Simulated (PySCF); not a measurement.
## C₆ coefficients of unlike pairs at UHF

Calculated with PySCF 2.14 from the dipole response of each species, C₆(A,B) = (3/π) ∫ α_A(iu) α_B(iu) du, in atomic units, from isotropic polarisabilities. For ions this is the dispersion term alone; charge-induced terms of lower order in 1/R come first.

```
species       configuration                                                                            basis     relativity  α (bohr³)  C₆ (like pair)
  N(3+)       [He] 2s2 (1S)                                                         def2-QZVPPD (8s4p4d2f1g)           none      2.234           2.251
    Cd+  [Kr] 4d10 5s1 (2S)   x2c-TZVPPall with one added diffuse shell each of s, p, d, f type (9s7p7d3f1g)  spin-free X2C      31.55           186.2
     B+       [He] 2s2 (1S)                                                             dyall-av2z (11s7p2d)           none      11.46           32.18
 Os(2+)  [Xe] 4f14 5d6 (5D)  x2c-TZVPPall with one added diffuse shell each of s, p, d, f type (12s8p8d4f1g)  spin-free X2C      10.43           65.79
```

(1) Estimate C₆ for Os(2+) with B+.

No spin-orbit coupling is included.

The other pairs:

| pair | C₆ |
| --- | --- |
| Cd+, N(3+) | 19.50 |
| Os(2+), Cd+ | 101.1 |
| B+, Cd+ | 76.27 |
| B+, N(3+) | 8.142 |
| Os(2+), N(3+) | 11.96 |

Answers

(1) The integral gives 41.21. The combination rule 2 C_A C_B / (C_A α_B/α_A + C_B α_A/α_B) gives 41.68 and the geometric mean 46.01.
